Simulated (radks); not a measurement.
Species: the rhodium ion Rh+. Configuration: [Kr] 4d8 (the NIST ground configuration). Method: scalar-relativistic Kohn-Sham, BLYP, spin-polarised, spherical densities, finite nucleus; open shells are filled with parallel spins first (spin-orbit coupling, left out, can overturn this in heavy ions); Fermi nuclear charge, rms radius 4.4945 fm; computed with a radial shooting solver on a logarithmic mesh with Libxc functionals.

Normalised radial functions P(r) = r R(r), r in bohr:

| r | 4p down | 4d down |
|---|---|---|
| 0.001114 | 0.0008 | 0.0000 |
| 0.001463 | 0.0013 | 0.0000 |
| 0.00192 | 0.0020 | 0.0000 |
| 0.00252 | 0.0033 | 0.0000 |
| 0.003281 | 0.0053 | 0.0000 |
| 0.004307 | 0.0087 | 0.0001 |
| 0.005653 | 0.0141 | 0.0001 |
| 0.007421 | 0.0226 | 0.0003 |
| 0.00974 | 0.0361 | 0.0006 |
| 0.01278 | 0.0568 | 0.0013 |
| 0.01665 | 0.0865 | 0.0027 |
| 0.02185 | 0.1299 | 0.0057 |
| 0.02868 | 0.1879 | 0.0115 |
| 0.03765 | 0.2581 | 0.0227 |
| 0.04941 | 0.3295 | 0.0432 |
| 0.06486 | 0.3780 | 0.0785 |
| 0.08446 | 0.3659 | 0.1327 |
| 0.1109 | 0.2502 | 0.2113 |
| 0.1455 | 0.0105 | 0.3052 |
| 0.191 | -0.3039 | 0.3877 |
| 0.2507 | -0.5511 | 0.4104 |
| 0.3291 | -0.5433 | 0.3179 |
| 0.4319 | -0.1817 | 0.0829 |
| 0.5624 | 0.3958 | -0.2468 |
| 0.7382 | 0.9218 | -0.5881 |
| 0.969 | 1.0946 | -0.8051 |
| 1.272 | 0.8846 | -0.8296 |
| 1.669 | 0.5168 | -0.7002 |
| 2.191 | 0.2184 | -0.5028 |
| 2.853 | 0.0667 | -0.3129 |
| 3.745 | 0.0126 | -0.1590 |
| 4.916 | 0.0013 | -0.0623 |

4p down: eigenvalue -57.321 eV, 2 radial nodes at r = 0.147, 0.472 bohr, <r> = 1.08 bohr, 90 % of the charge inside 1.61 bohr. 4d down: eigenvalue -12.835 eV, 1 radial node at r = 0.464 bohr, <r> = 1.57 bohr, 90 % of the charge inside 2.56 bohr.
